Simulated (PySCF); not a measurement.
CAuO, SMILES O=[C+][Au], charge +1, multiplicity 1.

Geometry: B3LYP-D3(BJ)/def2-TZVP. The multiplicity is an assumed one; other spin states were not compared. The def2 effective core potentials stand for the cores of Au; spin–orbit coupling is left out.

Computed with B3LYP-D3(BJ)/def2-TZVP (PySCF).

Frequencies are harmonic and unscaled.

Modes within 1.5 cm⁻¹ of each other (mostly degenerate sets) share a row, with their intensities summed.

Computed normal modes with their intensities:
```
mode  ν (cm⁻¹)  IR (km/mol)  Raman (Å⁴/amu)  depolarisation  moving atoms (share of kinetic energy)
----  --------  -----------  --------------  --------------  --------------------------------------
1–2        309          1.3             0.2            0.75                          C 76 %, O 23 %
3          383         13.6             0.2            0.70                 O 52 %, C 35 %, Au 12 %
4         2306        202.6            67.5            0.28                          C 59 %, O 41 %
```
